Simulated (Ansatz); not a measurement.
Job for Ansatz (a first-principles code): R-B3LYP/def2-TZVPP on C5H10 (SMILES C=CCCC).

Ansatz 0.2 input:
```yaml
crystal:
  periodic: [false, false, false]
  atoms:
    - {symbol: C, position_ang: [2.56399326, 0.08211722, -0.56514253]}
    - {symbol: C, position_ang: [1.57326350, -0.46237321, 0.12944253]}
    - {symbol: C, position_ang: [0.12710870, -0.42966054, -0.25459743]}
    - {symbol: C, position_ang: [-0.74869574, 0.29032045, 0.77821247]}
    - {symbol: C, position_ang: [-2.22761370, 0.28338032, 0.40408342]}
    - {symbol: H, position_ang: [3.59107614, 0.03273728, -0.22678977]}
    - {symbol: H, position_ang: [2.38171737, 0.59614121, -1.50258099]}
    - {symbol: H, position_ang: [1.80267237, -0.96581967, 1.06618045]}
    - {symbol: H, position_ang: [-0.24146819, -1.45658263, -0.36668138]}
    - {symbol: H, position_ang: [0.01569832, 0.05142959, -1.23071567]}
    - {symbol: H, position_ang: [-0.61316434, -0.18267671, 1.75589329]}
    - {symbol: H, position_ang: [-0.39547644, 1.31975952, 0.88502257]}
    - {symbol: H, position_ang: [-2.39183558, 0.77618637, -0.55718259]}
    - {symbol: H, position_ang: [-2.60737368, -0.73780274, 0.32035022]}
    - {symbol: H, position_ang: [-2.82990195, 0.80284351, 1.15144640]}
basis:
  gaussian:
    orbitals: def2-TZVPP
hamiltonian:
  xc: {name: B3LYP}
scf: {lower_state_search: off}
```

Output:

```
WARN ansatz: RAYON_NUM_THREADS=1 ignored (pool sized by the plan → 1); use --threads N
Functional definition: B3LYP
these checks for a lower state are left out or cut short: stability, starts, cluster_reference, orbital_swaps, neighbouring_geometries, increment
integrals: 0.22 GiB planned
1490 factors; their error is unknown
mean field: 2.03 GiB planned
mean field evaluation 1: about -5336.1406 eV, gradient 7.6e1 eV
mean field evaluation 2: about -5327.4443 eV, gradient 9.4e1 eV
mean field evaluation 4: about -5350.0983 eV, gradient 8.3e0 eV
mean field evaluation 8: about -5350.2375 eV, gradient 7.1e-1 eV
mean field evaluation 16: about -5350.2382 eV, gradient 2.6e-5 eV
mean field -5350.23820355 eV, -196.6176274586 hartree, gradient 4.3e-6 eV, S^2 0.000000; 0 other end points of the search recorded, 0 dependent functions left out
reference -5350.23852128 eV, -196.6176391351 hartree; 20, 20 occupied and 275, 275 virtual orbitals, 1490 factors
Total energy: -5350.23852128 eV, -196.6176391351 hartree
Checks for a lower state left out: stability, starts, cluster_reference, orbital_swaps, neighbouring_geometries, increment
```

The calculation finished and met its thresholds.

Cost: around 3 core-seconds (rough).
